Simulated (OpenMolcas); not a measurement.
Cr2+ with 4 ligands (chloride) in tetrahedral coordination (Td) at 2.43 Å. A charge of +0.5 e stands 2.6 Å behind each ligand. Ligand basis ANO-RCC-VDZP.
```
Cr    0.0000    0.0000    0.0000
Cl    1.4030    1.4030    1.4030
Cl    1.4030   -1.4030   -1.4030
Cl   -1.4030    1.4030   -1.4030
Cl   -1.4030   -1.4030    1.4030
```

```yaml
Program: OpenMolcas
Method: CASSCF
Basis: ANO-RCC-VDZP [5s4p2d1f]
Scalar_Hamiltonian: DKH2, point nucleus
Active_space: 4 electrons in 5 orbitals (3d)
State_averaging: 2S+1 = 5 even, 5 roots; 2S+1 = 3 even, 45 roots; 2S+1 = 1 even, 50 roots
Spin-orbit_coupling: RASSI with atomic mean-field integrals over the reference wave functions
```

Problem. What is the spin-free ground state (labels of Td)?

Solution. 5T2, 3-fold in its orbital part, 100 % from free-ion D terms; it has the highest spin that d4 allows.

Problem. Where is the first state of the same spin?

Solution. 5E at 2550 cm-1 above the ground state.

Problem. What are the lowest two levels with spin-orbit coupling?

Solution. A 1-fold level A1, then a 3-fold level T1 19.0 cm-1 above it. Their leading multiplicities are 5 (100 %) and 5 (100 %).

Problem. What is χT at 300 K, and how does it compare with the textbook value?

Solution. The lowest level has 2S+1 = 5, for which the spin-only value is χT = S(S+1) / 2 = 3.000 cm3 K/mol (g = 2). The computed 2.631 at 300 K differs by -0.369, through orbital momentum, spin-orbit coupling and any other state in reach. With a threefold ground state the orbital momentum is unquenched, so the spin-only value is not expected to hold.

Problem. Which ligand-field parameters describe the states?

Solution. A least-squares ligand-field fit to the states below 45000 cm-1, each weighted by its degeneracy and with a free common offset, gives 10Dq = -2527 cm-1 (negative for this site), B = 951 cm-1 and C = 3643 cm-1 (C/B = 3.83), with an rms deviation of 97 cm-1. The same method and metal basis give the free ion B = 1014 cm-1 (fit to its terms below 60000 cm-1, rms deviation 81 cm-1), so the nephelauxetic ratio is β = 951 / 1014 = 0.94; it hangs on how both fits weigh the states, and computed free-ion B values tend to be too large, so β mixes covalency with correlation.

An orbital triplet at a regular site is open to Jahn-Teller coupling, which can distort the site and quench the lowest spin-orbit gaps and is left out. Without dynamic correlation the repulsion within the d shell is too large (B by tens of per cent), so at a given field states of lower spin stand too high. Ligand-to-metal charge-transfer states are missing. With no ligand orbital active B as a rule stays too high, so bands that hang on it stand too high and its fall with covalency is understated. With metal d orbitals alone and no dynamic correlation the field as a rule comes out too small, by tens of per cent, by up to half for chloride and softer ligands. No measured value stands beside these numbers; the geometry is a model, was not optimised and need not be the one that this ion takes.
